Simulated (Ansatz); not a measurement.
`C=[CH][SnH2][Br]` + NH₃ → `[NH2][SnH2][Br]` + ethylene at 700 K and 1 bar (ligand exchange at the Sn–C bond).

Program: Ansatz. Geometries: PBE0-D4/def2-TZVP. ΔE: electronic, gas phase. CCSD(T)/CBS adds triple-zeta CCSD(T) − MP2 to the extrapolated MP2 energy (def2 sets, frozen cores). This one scheme is used for every species. def2 core potentials past Kr. For Br, Sn outer-core shells are correlated without core-valence functions, which leaves a few kJ/mol of doubt a bond. Scalar relativity is left out up to krypton. One conformer a species, not always the lowest.

| species | CCSD(T)/CBS energy (Eh) | H − E (kJ/mol) | S (J/(mol·K)) |
| --- | --- | --- | --- |
| `C=[CH][SnH2][Br]` | -2866.46631 | 218.9 | 463.2 |
| NH₃ | -56.50880 | 116.9 | 226.5 |
| `[NH2][SnH2][Br]` | -2844.49555 | 164.7 | 431.3 |
| `C=C` | -78.48111 | 168.9 | 268.4 |

H − E and S are ideal-gas, rigid-rotor, harmonic terms from PBE0-D4/def2-TZVP, for one conformer and one mirror image of each species. 1 Eh = 2625.50 kJ/mol, R = 8.31446 J/(mol·K).

**Question.** By hand: ΔE, ΔH, ΔS and ΔG.

**Answer.** ΔE = (-2844.49555) + (-78.48111) − (-2866.46631) − (-56.50880) = -0.00155 Eh = -4.1 kJ/mol. Δ(H − E) = 164.7 + 168.9 − 218.9 − 116.9 = -2.2, so ΔH = -6.3 kJ/mol. ΔS = 431.3 + 268.4 − 463.2 − 226.5 = 10.0 J/(mol·K). ΔG = -6.3 − 700 × (10.0)/1000 = -13.3 kJ/mol.

**Question.** By hand: the equilibrium constant, and the temperature at which ΔG would vanish if ΔH and ΔS stayed fixed.

**Answer.** log₁₀ K = −ΔG/(RT ln 10) = 1.0. ΔH and −TΔS have one sign here, so there is no such temperature.

TΔS isn't small against ΔH here. A doubt of 5 kJ/mol in ΔE shifts log₁₀ K by 0.4 here. Other conformers and mirror images would add mixing entropy, several J/(mol·K) or more a flexible species. These are equilibria of isolated gas molecules and say nothing of rates. Largest T1 diagnostic: 0.011 (customary marks: 0.02 for closed shells, 0.045 for open ones).

ΔS is within the doubt of such terms, so its sign, and with it that verdict, could turn.
